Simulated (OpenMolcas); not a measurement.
Ir5+ among 6 point charges of -1.5 e arranged as a tetragonal octahedron (D4h), 1.92 Å from the ion, with the axial distance 2.093 Å.

```yaml
Program: OpenMolcas
Method: CASSCF
Basis: ANO-RCC-VTZP [8s7p5d3f1g]
Scalar_Hamiltonian: DKH2, point nucleus
Active_space: 4 electrons in 5 orbitals (5d)
State_averaging: 2S+1 = 5 even, 5 roots; 2S+1 = 3 even, 45 roots; 2S+1 = 1 even, 50 roots
Spin-orbit_coupling: RASSI with atomic mean-field integrals over the reference wave functions
```

(1) What is the spin-free ground state (labels of D4, the rotations of D4h)?

(2) Where is the first state of the same spin?

(3) What are the lowest two levels with spin-orbit coupling?

(4) What is χT at 300 K?

## Answers

(1) 5B1, 1-fold in its orbital part, 100 % from free-ion D terms; it has the highest spin that d4 allows.

(2) 5A1 at 4520 cm-1 above the ground state.

(3) A 1-fold level A1, then a 1-fold level A2 3798 cm-1 above it. Their leading multiplicities are 5 (65 %) and 5 (85 %).

(4) 0.07 cm3 K/mol.

Spin-orbit coupling mixes the spin-free states strongly: the lowest level takes only 31 % from its leading state, 5B1. Without dynamic correlation the repulsion within the d shell is too large (B by tens of per cent), so at a given field states of lower spin stand too high. Point charges give a weaker field than real ligands, and real ions of this kind are as a rule low spin; the high spin found here belongs to the model. This is an electrostatic model: the charges have no orbitals. No measured value stands beside these numbers.
